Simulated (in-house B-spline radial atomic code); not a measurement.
## How G0W0 and RPA depend on the start: Ba

Configuration [Xe] 6s2. Computed with an all-electron radial atomic-structure program (B-spline basis): all electrons, scalar-relativistic (spin-free one-electron X2C), finite nucleus, each spin shell either full or empty, empty states to l = 9 with an (l + 1/2)⁻⁴ tail; G0W0 by contour deformation at full frequency.

```tsv
start	mean-field 6s (eV)	G0W0 (eV)	QP weight	RPA correlation (Eh)
Hartree-Fock	-4.438	?	?	?
LDA VWN5	-3.343	-5.296	0.761	-4.4445
PBE	-3.228	-5.272	0.733	-4.4378
PBE0	-3.699	-5.358	0.851	-4.3255
r2SCAN	-3.264	-5.388	0.816	-4.3703
HSE06	-3.389	-5.319	0.786	-4.3424
B3LYP (VWN-RPA)	-3.584	-5.324	0.828	-4.3489
SCAN	-3.279	-5.390	0.821	-4.3687
TPSS	-3.215	-5.297	0.740	-4.4162
BHandHLYP	-4.003	-5.332	0.891	-4.228
CAM-B3LYP	-4.387	?	?	?
LC-wPBE	-5.084	-5.320	0.937	-4.2752
wB97X	-5.097	-5.316	0.936	-4.2601
PBEsol	-3.244	-5.286	0.745	-4.4401
BLYP	-3.069	-5.182	0.682	-4.4395
r2SCAN0	-3.715	-5.391	0.867	-4.2828
```

Problem. What G0W0 level, weight and RPA correlation energy follow from the Hartree-Fock start?

Solution. G0W0 level -5.314 eV, weight 0.932, RPA correlation -4.0515 hartree.

Problem. What G0W0 level, weight and RPA correlation energy follow from the CAM-B3LYP start?

Solution. G0W0 level -5.327 eV, weight 0.910, RPA correlation -4.2893 hartree.

Problem. How much of the dependence on the start does G0W0 remove?

Solution. The mean-field levels span 2.03 eV and the G0W0 levels 0.208 eV. Against 5.212 eV (NIST, measured) the G0W0 removal energies are off by -0.03 to +0.18 eV, with spin-orbit coupling, Breit and QED terms left out.
